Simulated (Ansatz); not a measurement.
Consider the ligand exchange at the Si–N bond: `FCN[SiH2][SiH3]` + H₂Se → `[SiH3][SiH2][SeH]` + `NCF`.

Program: Ansatz. Geometries: PBE0-D4/def2-TZVP. ΔE: electronic, gas phase. CCSD(T)/CBS is the MP2 limit (def2-TZVPP, def2-QZVPP) plus CCSD(T) − MP2 in def2-TZVPP, frozen cores. For Se outer-core shells are correlated without core-valence functions, which leaves a few kJ/mol of doubt a bond. Scalar relativity is left out up to krypton. One conformer a species, not always the lowest.

`FCN[SiH2][SiH3]`:

Cartesian coordinates in Å:
```
F 0.014 -0.412 2.152
C -0.130 0.923 1.737
N 0.523 1.187 0.524
Si -0.078 0.595 -1.002
Si -0.061 -1.742 -1.216
H 0.272 1.534 2.548
H -1.206 1.091 1.636
H 1.523 1.284 0.618
H 0.781 1.210 -2.050
H -1.475 1.094 -1.141
H -0.439 -2.132 -2.604
H -1.024 -2.363 -0.269
H 1.302 -2.270 -0.935
```

H₂Se:

```xyz
3

Se    0.317   -0.602    0.076
H    -0.705    0.124    0.838
H     0.388    0.478   -0.915
```

`[SiH3][SiH2][SeH]`:

Cartesian coordinates in Å:
```
Si 0.311 0.657 -1.187
Si 0.357 -0.157 1.003
Se -1.727 -0.888 1.602
H 1.665 1.081 -1.636
H -0.618 1.813 -1.268
H -0.176 -0.422 -2.088
H 1.373 -1.233 1.158
H 0.657 0.921 1.981
H -1.841 -1.773 0.435
```

`NCF`:

```xyz
7

N     0.637    0.372    0.504
C    -0.207   -0.420   -0.287
F    -1.394    0.228   -0.673
H     0.965    1.197    0.022
H     0.216    0.636    1.384
H     0.298   -0.702   -1.213
H    -0.514   -1.311    0.263
```

| species | CCSD/CBS(def2) energy (Eh) |
| --- | --- |
| `FCN[SiH2][SiH3]` | -775.48975 |
| H₂Se | -2401.88824 |
| `[SiH3][SiH2][SeH]` | -2982.46199 |
| `NCF` | -194.92656 |

Work out ΔE.

ΔE = (-2982.46199) + (-194.92656) − (-775.48975) − (-2401.88824) = -0.01056 Eh = -27.7 kJ/mol. CCSD(T)/CBS gives -28.2 kJ/mol.

Largest T1 diagnostic among the species: 0.012.
